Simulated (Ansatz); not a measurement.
Computed with Ansatz on PBE0-D4/def2-TZVP structures; ΔE is electronic, products minus reactants. CBS: MP2 limit from def2 TZ/QZ plus the TZ coupled-cluster correction, frozen cores. DFT in def2-TZVPP. For Se, Zn outer-core shells are correlated without core-valence functions, which leaves a few kJ/mol of doubt a bond. Scalar relativity is left out up to krypton. Each species was taken in one conformer, which may not be the lowest.

Reaction (redistribution): `F[CH2][ZnH]` + `NC1O[SiH2][Se]1` → `[NH2][Zn][CH2]F` + `C1O[SiH2][Se]1`

```csv
level,ΔE (kJ/mol)
PBE0-D4,-40.0
r2SCAN,-44.9
CCSD/def2-TZVPP,-50.2
HF/CBS(def2),-49.8
```

**Question.** What does CCSD(T)/CBS give? (An estimate is asked.)

**Answer.** Ansatz gave: -54.2 kJ/mol. The listed levels differ from it by 14.2, 9.3, 4.0, 4.4 kJ/mol.

Largest T1 diagnostic among the species: 0.015.

The D4 term adds +6.3 kJ/mol with B3LYP and +3.3 kJ/mol with PBE0; it sums over pairs of atoms, weighted by their polarisabilities, and B3LYP, whose exchange is more repulsive, gets the larger term.

B3LYP here is the variant with VWN-RPA as its local correlation; programs differ in this.
